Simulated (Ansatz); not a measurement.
Diatomic BeH-, multiplicity 3 (an upper state: multiplicity 1 came lower at CCSD(T)/def2-TZVPP on PBE0 minima).

The constants come from a fifth-degree fit in 1/R (seven points, main isotopes). Runs in def2 and cc sets follow the lowest solution found near the PBE0 minimum.

Correlated levels freeze the inner cores; with def2 sets outer-core shells near the valence are correlated too.

Codes used: Ansatz (a first-principles code). Values without a source in brackets are computed.

```tsv
level	r_e (Å)	ω_e (cm⁻¹)	ω_e x_e (cm⁻¹)
PBE/def2-TZVPP	1.397	___	39
PBE0/def2-TZVPP	1.391	1833	38
wB97X-V/def2-TZVPP	1.390	1842	37
CCSD/def2-TZVPP	1.387	1839	37
CCSD(T)/def2-TZVPP	___	___	38
```

Task: Fill in the missing entries.

Result: 
- CCSD(T)/def2-TZVPP, r_e (Å): 1.388
- CCSD(T)/def2-TZVPP, ω_e (cm⁻¹): 1831
- PBE/def2-TZVPP, ω_e (cm⁻¹): 1793
